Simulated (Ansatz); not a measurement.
Relaxation of BH$_{6}$NSn (9 atoms, charge 0, multiplicity 1), to a largest force component of 0.015 eV/Å in at most 40 steps.

Level of theory: RKS PBE/def2-SVP (Ansatz 0.2.0).

```xyz
9
Properties=species:S:1:pos:R:3
N -0.662 1.210 -1.055
B 0.334 0.293 -0.849
Sn 0.345 -0.907 0.993
H -0.731 1.783 -1.880
H -1.407 1.388 -0.402
H 1.156 0.165 -1.669
H 1.807 -1.203 1.732
H -0.283 -2.446 0.878
H -0.560 -0.282 2.253
```

Task: Where does it end, and by what steps?

Result: The forces met the threshold. The force dipped under the threshold on the way, but the program's further checks kept it going. After 13 steps the energy has fallen by 0.224 eV; H6 moved furthest, 0.33 Å.

| step | energy less start (eV) | largest force component (eV/Å) | accepted |
| --- | --- | --- | --- |
| 0 | 0.0000 | 1.002 | yes |
| 1 | -0.1739 | 0.444 | yes |
| 2 | -0.2158 | 0.122 | yes |
| 3 | -0.2178 | 0.052 | yes |
| 4 | -0.2182 | 0.087 | yes |
| 5 | -0.2213 | 0.029 | yes |
| 6 | -0.2219 | 0.131 | yes |
| 7 | -0.2233 | 0.043 | yes |
| 8 | -0.2231 | 0.038 | no |
| 9 | -0.2236 | 0.018 | yes |
| 10 | -0.2240 | 0.004 | yes |
| 11 | -0.2241 | 0.025 | yes |
| 12 | -0.2242 | 0.020 | yes |
| 13 | -0.2243 | 0.001 | yes |

```xyz
9
Properties=species:S:1:pos:R:3
N -0.611 1.296 -1.020
B 0.258 0.215 -0.886
Sn 0.317 -0.970 1.045
H -0.671 1.859 -1.873
H -1.252 1.612 -0.290
H 0.978 -0.070 -1.826
H 1.874 -0.950 1.806
H -0.083 -2.643 0.825
H -0.810 -0.349 2.219
```

Whether the end is a true minimum wasn't checked by a vibrational analysis.

Run time: 33 s on 1 thread of Arm Neoverse V2 (shared host), peak memory 0.12 GiB.
